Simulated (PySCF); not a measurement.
Correlation energy of Cd+ (cadmium, charge +1)

[Kr] 4d10 5s1, 2S determinant. Calculation: PySCF 2.14, in x2c-TZVPPall; the spin-free X2C one-electron Hamiltonian (Gaussian nucleus). Frozen: [Ar] 3d10; 19 electrons correlated.

```json
{"level": "CCSD", "correlation energy (mhartree)": "-631.62"}
{"level": "(T)", "correlation energy (mhartree)": "-14.61"}
{"level": "CCSD(T)", "correlation energy (mhartree)": "-646.23"}
```

Diagnostics: T1 = 0.0081, D1 = 0.0418, largest double amplitude 0.020.

Task: Is a single reference adequate?

Result: Yes, within this model without spin-orbit coupling: T1 lies below 0.03 and no double amplitude reaches 0.07.

This basis was not built for core-valence correlation, so the inner-shell part is incomplete.
